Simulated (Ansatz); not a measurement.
Basis-set extrapolation for C₂H₉BN₂ (`CNB(C)N`) (PBE0-D4/def2-TZVP geometry, frozen core, Ansatz). Multiplicity 1, RHF reference.

```
                      def2-TZVPP   def2-QZVPP
                 HF  -214.737198  -214.747897
    MP2 correlation    -0.882719    -0.941919
CCSD(T) correlation    -0.964149      not run
```

Energies in hartree. Use E(X) = E(∞) + A·exp(−7.88·√X) for Hartree–Fock and E(X) = E(∞) + B·X^(−2.97) for correlation, with X = 3 and 4, and add CCSD(T) minus MP2 of the smaller set to the MP2 limit.

Question: What is the CCSD(T) energy at the basis-set limit?

Answer: HF limit: -214.747897 + (-0.010699) × 0.13774 = -214.74937. MP2 limit: -0.941919 + (-0.059200) × 0.74074 = -0.98577. Higher-order term: -0.964149 − (-0.882719) = -0.08143. Total: -215.81657 hartree, 302.5 kJ/mol below CCSD(T)/def2-TZVPP.
